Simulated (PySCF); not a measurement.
## Dipole moment and polarisability of trans-Ge(PH3)2F4

trans-Ge(PH3)2F4.
Structure used (PBE0-D3(BJ)/def2-SVP), in Å, numbered top down from 1:
```xyz
13
F4GeH6P2 angstrom
Ge     0.024   -0.028    0.001
P      0.013   -0.030    2.470
H      0.383    1.173    3.113
H      0.871   -0.955    3.107
H     -1.214   -0.310    3.114
P     -0.012    0.025   -2.466
H      1.177    0.371   -3.149
H     -0.920    0.958   -3.014
H     -0.385   -1.153   -3.154
F      1.796   -0.031    0.040
F     -1.750   -0.019   -0.038
F      0.031    1.747   -0.025
F      0.015   -1.799    0.024
```

Level: CAM-B3LYP/def2-SVPD (PySCF), static field, nuclei fixed, core orbitals frozen in the response. The polarisability tensor in these axes (au):

```
x    73.91   0.05   0.05
y     0.05  73.91  -0.30
z     0.05  -0.30 109.59
```

Q: Give the principal values, the mean and the anisotropy Δα = √{½[(α1 − α2)² + (α2 − α3)² + (α1 − α3)²]}.

A: Principal values 73.86, 73.96 and 109.59 au; mean 85.80 au = 12.71 Å³ = 14.15 × 10⁻⁴⁰ C²·m²/J; Δα = 35.69 au (42 % of the mean).

Q: What is the dipole moment?

A: 0.13 D at this geometry.

Q: Rayleigh depolarisation ratio (linearly polarised light, static tensor)?

A: ρ = 3Δα²/(45ᾱ² + 4Δα²) = 3820.6/(331297 + 5094.1) = 0.0114.

Q: In TDDFT the mean static polarisability is Σ f/ω² over all singlet excitations (ω in hartree). How much of it do the 15 lowest give? Their energies (eV) and oscillator strengths: 7.58, 0.6816; 7.88, 0.0008; 7.93, 0.0002; 8.00, 0.0000; 8.04, 0.0547; 8.09, 0.0577; 8.13, 0.0009; 8.51, 0.0010; 8.67, 0.0000; 8.84, 0.0431; 8.84, 0.0215; 8.85, 0.0256; 9.14, 0.0023; 9.15, 0.0000; 9.17, 0.0027.

A: They add up to 11.00 au, 12.8 % of the 85.80 au; the largest single term is 8.79 au, from the state at 7.58 eV. Terms in order: 8.79, 0.01, 0.00, 0.00, 0.63, 0.65, 0.01, 0.01, 0.00, 0.41, 0.20, 0.24, 0.02, 0.00, 0.02 au. Higher excitations give the rest. The strengths listed sum to 0.892.

Q: What molar refraction does this α imply?

A: Lorentz–Lorenz: R = (4π/3)N_A α = 2.5225 cm³/(mol·Å³) × 12.71 Å³ = 32.1 cm³/mol, in the limit of long wavelengths.

Q: Find the Langevin capture rate constant for NO+ (29.998 u) meeting this molecule (217.909 u), k = 2.342 × 10⁻⁹ cm³/s × √(α in Å³ / reduced mass in u).

A: The reduced mass is 26.37 u, so k = 1.63 × 10⁻⁹ cm³/s.

Isolated species at its PBE0-D3(BJ)/def2-SVP geometry, gas phase. The calculation is non-relativistic, for germanium too.
